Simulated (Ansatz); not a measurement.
`[OH][Al]1[CH2][NH]1` + HCl → `[Cl][Al]1[CH2][NH]1` + H₂O  (ligand exchange at the Al–O bond)

Computed with Ansatz on PBE0-D4/def2-TZVP structures; ΔE is electronic, products minus reactants. CCSD(T)/CBS is the MP2 limit (def2-TZVPP, def2-QZVPP) plus CCSD(T) − MP2 in def2-TZVPP, frozen cores. This one scheme is used for every species. Functionals use def2-TZVPP. HSE06 is defined as in plane-wave codes. One conformer a species, not always the lowest.

Is it downhill or uphill in electronic energy at CCSD(T)/CBS, and by how much? (An estimate is asked.)

Computed: Downhill: ΔE = -0.34 eV.

What do these levels give: PBE-D4, r2SCAN0-D4, HSE06-D4, ωB97M-V, r2SCAN, PBE0, LC-ωPBE, RPA@PBE/def2-TZVPP, MP2/def2-SVP, MP2/def2-TZVPP, CCSD(T)/def2-TZVPP, HF/CBS(def2)? (Best estimate.)

Ansatz gave: PBE-D4 -0.35, r2SCAN0-D4 -0.35, HSE06-D4 -0.38, ωB97M-V -0.31, r2SCAN -0.33, PBE0 -0.36, LC-ωPBE -0.30, RPA@PBE/def2-TZVPP -0.28, MP2/def2-SVP -0.31, MP2/def2-TZVPP -0.31, CCSD(T)/def2-TZVPP -0.30, HF/CBS(def2) -0.33 eV.

Largest T1 diagnostic among the species: 0.013.

From BLYP to BHLYP (50 % exact exchange), in def2-TZVPP and without D4, ΔE moves by −0.03 eV. Leaving LDA and LC-ωPBE aside and taking each functional with its dispersion term where it has one, the values, not all of them listed here, spread over 0.12 eV, from HSE06-D4 to CAM-B3LYP-D4. LDA lies +0.05 eV from PBE without D4.
